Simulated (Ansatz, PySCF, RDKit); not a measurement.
Noncovalent pair: SiH4 (SMILES [SiH4]) (first 5 atoms) with CH2O (SMILES C=O); geometry from B3LYP-D3(BJ)/def2-TZVP.
(charge 0, multiplicity 1):
```xyz
9

Si     0.026     0.242     0.177
H      1.299    -0.019     0.888
H      0.355     0.708    -1.194
H     -0.729     1.308     0.869
H     -0.777    -0.994     0.083
C      0.448    -0.364     3.841
O     -0.479    -0.675     3.146
H      0.442    -0.540     4.933
H      1.355     0.113     3.425
```

Monomers are frozen at their geometry in the pair; levels with a basis set take the counterpoise correction. Rows marked so take none. RDKit's UFF carries no charges.

Correlated levels freeze the cores. Rows in STO-3G carry no dispersion term and start afresh at each structure.

Run with Ansatz (Gaussian basis) for Hartree–Fock, density functionals and correlated methods; PySCF for STO-3G rows, the dispersion terms; RDKit for the force fields. Values without a source in brackets are computed.

```tsv
level	interaction energy (kcal/mol)
UFF	0.19
HF/STO-3G (no counterpoise)	0.15
HF/aug-cc-pV(D+d)Z	-0.03
PBE-D4/def2-TZVPPD	-2.11
BLYP-D3(BJ)/def2-TZVPPD	-1.89
revPBE-D3(BJ)/def2-TZVPPD	-1.73
r2SCAN-D4/def2-TZVPPD	-2.02
B3LYP-D4/def2-TZVPPD	___
CCSD/aug-cc-pV(D+d)Z	___
```

**Question.** What belongs in the gaps?

**Answer.** 
- B3LYP-D4/def2-TZVPPD, interaction energy (kcal/mol): -1.94
- CCSD/aug-cc-pV(D+d)Z, interaction energy (kcal/mol): -1.41

Ansatz is a quantum-chemistry and plane-wave program.
